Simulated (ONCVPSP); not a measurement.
# nitrogen (N): one change to an ONCV potential, before and after

- Element: nitrogen (N)
- Generator: ONCVPSP 4.0.1
- Type: optimised norm-conserving Vanderbilt (ONCV)
- Functional: PW91
- Relativity: scalar-relativistic
- Frozen core: [He]
- Valence charge: 5
- Reference configuration: 2s1 2p4
- Partial waves: 2s: rc 0.95 bohr, ncon 3, nbas 7, qcut 8.5 1/bohr, 3 projectors, debl 1.1 Ha; 2p: rc 1.35 bohr, ncon 4, nbas 9, qcut 8.2 1/bohr, 1 projector
- Local potential: polynomial inside 0.60 bohr (lpopt 5, dvloc0 0 Ha)
- Core correction: polynomial model core, fcfact 0.45

All-electron outer shells of the reference configuration (PW91, scalar-relativistic, ld1.x):

```csv
shell,level (eV),outermost node (bohr),outermost maximum (bohr)
1s,-385.88,–,0.15
2s,-19.07,0.32,1.02
2p,-7.57,–,0.97
```

Change: all radii but the core radius scaled by about 0.84 (s 0.80, p 1.14 bohr); local potential polynomial inside 0.50 bohr (lpopt 5, dvloc0 0 Ha).

Cutoffs: the cutoffs (Ha) at which the residual kinetic energy of the hardest occupied pseudo-wave falls to 1 and 0.1 mHa per electron; they do not see the model core or the augmentation charge, which bear on the density cutoff. Errors are all-electron minus pseudo energies relative to the spin-unpolarised reference configuration.

Predict the effect on cutoff, ghosts and configuration errors.

The potential gets harder (28 Ha and 36 Ha → 31 Ha and 113 Ha); both files keep a bound ghost (s); of the 4 tests that both files solve, the error grows in 1 and shrinks in 3 by more than 15 % and 0.3 meV (median size 107.6 → 62.0 meV). A smaller radius makes the pseudo-wave follow the all-electron one further in, where it bends more sharply, so more plane waves are needed.

```csv
quantity,base,changed
"cutoff, loose",28 Ha,31 Ha
"cutoff, tight",36 Ha,113 Ha
loose cutoff by channel,"s 28 Ha, p 26 Ha","s 30 Ha, p 31 Ha"
bound ghosts,s,s
GHOST(+) flags under 300 eV,none,none
"error for 2s2 2p3, meV [ΔE -11.48 eV]",+5.2,+6.2
"error for 2s2 2p2, meV [ΔE 2.19 eV]",+38,+23
"error for 2s2 2p1, meV [ΔE 31.14 eV]",+177,+101
"error for 2s2 2p0, meV [ΔE 78.33 eV]",+629,+373
"rms error of d²Exc/dni dnj with the model core, mHa",1.32,1.17
```

 A true bound ghost makes a file unfit for plane-wave use even where its test errors are small: the radial tests pick states by their node count and pass the ghost by.
